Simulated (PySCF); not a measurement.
# Removing an electron from `CC(C)[SeH]`

Species: C3H8Se.
Z-matrix (Å and degrees, PBE0-D3(BJ)/def2-SVP geometry), rows numbered from 1:
```
C 
C   1  1.5189
C   2  1.5187  1  112.88
Se  2  1.9723  1  111.74  3  -126.91
H   1  1.1032  2  110.28  3   -58.19
H   1  1.0989  2  111.69  3  -178.78
H   1  1.1020  2  110.93  3    60.85
H   2  1.1031  1  109.23  3   121.71
H   3  1.1032  2  110.28  1    58.32
H   3  1.0989  2  111.68  1   178.92
H   3  1.1020  2  110.93  1   -60.71
H   4  1.4726  2   94.41  1    64.44
```

Level: B3LYP/def2-SVPD (PySCF). Frontier orbitals with their largest atomic shares (Löwdin; up to four atoms above 4 %):

```csv
orbital,ε (eV),main atoms
HOMO−3,-9.81,"C3 26 %, C1 26 %, C2 16 %, H10 13 %"
HOMO−2,-9.43,"C2 25 %, H8 15 %, Se4 15 %, C1 10 %"
HOMO−1,-8.40,"Se4 51 %, C2 19 %, C3 8 %, C1 7 %"
HOMO,-6.22,?
LUMO,-0.30,"Se4 54 %, H12 14 %, C2 10 %, C3 4 %"
LUMO+1,0.18,"Se4 61 %, H12 12 %, C2 11 %"
LUMO+2,0.66,"Se4 30 %, H9 10 %, H5 10 %, C1 9 %"
```

Task: What vertical ionisation energy does ΔSCF give, and how far is −ε(HOMO) from it?

Result: ΔSCF: 8.73 eV (842 kJ/mol; threshold wavelength 142 nm); ⟨S²⟩ of the doublet left behind is 0.753, against 0.75 for a pure doublet. −ε(HOMO) is 6.22 eV, 2.51 eV below it. In exact Kohn–Sham theory the two would be equal; B3LYP (global hybrid, 20 % exact exchange) falls short of its own ΔSCF value by 29 %.

Task: On which atoms does the HOMO lie?

Result: Se4 (selenium bonded to C and H) 78 %, C2 (sp3 carbon bound to selenium) 7 %, H12 (hydrogen on selenium) 6 %, so more than half of it is on one atom. The HOMO−1 lies 2.18 eV lower.

Task: Shift the occupied levels rigidly so that −ε(HOMO) equals the ΔSCF value. What binding energies result?

Result: The shift is +2.51 eV: HOMO 8.73, HOMO−1 10.91, HOMO−2 11.94, HOMO−3 12.32 eV. A rigid shift is only a rough guide to the deeper ionisations.

Task: What total energies stand behind the ΔSCF value?

Result: E(N) = -2520.35725 Eh and E(N − 1) = -2520.03637 Eh at the same geometry, 0.32088 Eh apart.

The structure is a single PBE0-D3(BJ)/def2-SVP conformer in the gas phase; no vibrational or solvent corrections. The calculation is non-relativistic, for selenium too.
